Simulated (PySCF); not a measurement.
## Calcium: a sound run and one with changed settings

Sound run: Ca²⁺ [Ar], Ca³⁺ [Ne] 3s2 3p5. All numbers are calculated (PySCF 2.14, the spin-free X2C one-electron Hamiltonian (Gaussian nucleus), in cc-pVDZ-X2C). The sound run starts from symmetry-adapted Hartree-Fock orbitals and uses a fine grid where one is needed.

Changed run: 6 angular points. This setting is unsound on purpose.

```
species  method  sound run (hartree)  changed run (hartree)  converged
   Ca²⁺     UHF           -679.02301             -679.02301        yes
   Ca²⁺     LDA           -677.90425             -677.90425        yes
   Ca²⁺    TPSS           -679.81207             -679.81207        yes
   Ca³⁺     UHF           -677.16332             -677.16332        yes
   Ca³⁺     LDA           -675.99170             -676.03119        yes
   Ca³⁺    TPSS           -677.90622             -677.95703        yes
```

Ionisation energy of Ca²⁺:

```
method  sound run (eV)  changed run (eV)
   UHF          50.605            50.605
   LDA          52.043            50.968
  TPSS          51.861            50.478
```

A coarse angular grid integrates products of high-l functions wrongly, so density functionals can shift, and the SCF can exploit the error; Hartree-Fock and MP2 need no grid.

For comparison, NIST gives 50.913 eV between the lowest levels.
